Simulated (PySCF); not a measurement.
Input file for PySCF: R-BP86/6-31G* on CH5ClO (a complex), monomers drawn apart or pushed together.

```python
from pyscf import gto, scf, dft, mp
from pyscf.data.elements import chemcore

mol = gto.M(
    atom='''
    O     0.14541781    0.25791158    0.11241167
    H    -0.43692279    0.42195430    0.86624213
    H    -0.41687628   -0.13738397   -0.56120688
    C     0.57183477   -1.30456570    5.09192278
    Cl   -1.04836601   -0.51965348    5.20214048
    H     0.88059365   -1.27258731    4.05180408
    H     1.25511106   -0.74468967    5.72241529
    H     0.46986137   -2.32613098    5.44406138
    ''',
    basis='6-31g*',
    cart=True,
    charge=0, spin=0, verbose=3, max_memory=1800)
mf = dft.RKS(mol, xc='b88,p86')
mf.conv_tol = 1e-8
mf.max_cycle = 100
mf.kernel()
if not mf.converged:
    mf = mf.newton().run(mf.mo_coeff, mf.mo_occ)
```

Output:

```
converged SCF energy = -576.542158913126
```

The calculation finished and met its thresholds.

Cost: about 2.4 core-seconds (a rough figure).
